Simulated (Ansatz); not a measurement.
The same path of BH₆NSSi (10 atoms, charge 0, multiplicity 1) was run twice with different band settings. The coordinate that changes most is the dihedral N2–B3–S4–H10.

These are results of Ansatz, RKS BHLYP-D4/6-31G*, not measurements.

Relaxed end points:

```xyz
10
Properties=species:S:1:pos:R:3
Si -1.522 0.147 -0.763
N 0.090 -0.408 -0.397
B 0.918 0.061 0.632
S 2.584 -0.641 0.849
H -2.488 -0.968 -0.685
H -1.868 1.184 0.221
H -1.589 0.702 -2.130
H 0.461 -1.134 -0.989
H 0.543 0.913 1.364
H 2.954 0.093 1.900
```

```xyz
10
Properties=species:S:1:pos:R:3
Si -1.444 0.106 -0.760
N 0.165 -0.262 -0.192
B 0.820 0.345 0.889
S 2.498 -0.066 1.448
H -2.298 -1.098 -0.715
H -1.996 1.152 0.112
H -1.408 0.577 -2.160
H 0.664 -0.979 -0.693
H 0.281 1.194 1.515
H 2.801 -1.020 0.559
```

Common settings: movable images 7; climbing image yes; optimiser quadratic models (default); start path through a guess of the saddle point; force threshold 0.05 eV/Å; iteration limit 60; end points relaxed.

| run | spring |
| --- | --- |
| 1 | 5.0 eV/Å² |
| 2 | 20.0 eV/Å² |

Problem. What does each run give, and how far can it be trusted?

Solution. Run 1: converged after 39 iterations, highest image 0.391 eV above the first end. A vibrational analysis at the climbing image gives one clearly imaginary mode, 377i cm⁻¹: a first-order saddle point.
Run 2: converged after 29 iterations, highest image 0.391 eV above the first end. Another band between the same ends (7 images) ends at a top of the same energy, where a vibrational analysis finds 1 clearly imaginary mode.
